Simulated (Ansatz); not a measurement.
`B[Si](O)(F)[SiH3]`, relaxed with RKS PBE-D4/def2-SVP in Ansatz 0.2.0 from a rough embedded geometry. The force threshold is 0.03 eV/Å; the program also tests the step.

The species carries charge 0 and has multiplicity 1.

Start:

```xyz
11

B    -1.597   -0.774   -0.779
Si    0.225   -0.440   -0.494
O     0.910   -1.818    0.216
F     1.029   -0.098   -1.912
Si    0.470    1.340    0.845
H    -2.343    0.085   -1.273
H    -2.126   -1.786   -0.451
H     1.912   -1.577    0.344
H    -0.216    1.026    2.172
H     1.892    1.557    1.102
H    -0.157    2.485    0.230
```

```tsv
step	energy (eV)	largest force (eV/Å)	largest move (Å)
1	-21270.5982	2.182	0.000
2	-21270.9837	1.000	0.146
3	-21271.0202	0.715	0.200
4	-21271.0737	0.273	0.084
5	-21271.0892	0.123	0.200
6	-21271.0923	0.081	0.088
7	-21271.0932	0.091	0.106
8	-21271.0936	0.069	0.029
9	-21271.0944	0.015	0.017
```

End:

```xyz
11

B    -1.698   -0.854   -0.841
Si    0.245   -0.478   -0.562
O     1.039   -1.826    0.050
F     1.020    0.020   -1.934
Si    0.458    1.360    0.935
H    -2.326   -0.275   -1.706
H    -2.307   -1.538   -0.043
H     1.971   -1.683    0.292
H    -0.247    1.089    2.238
H     1.927    1.550    1.224
H    -0.081    2.636    0.346
```

It took 13 s on 4 threads of an Arm Neoverse V1 on a shared host, with 0.16 GiB of host memory at the peak.
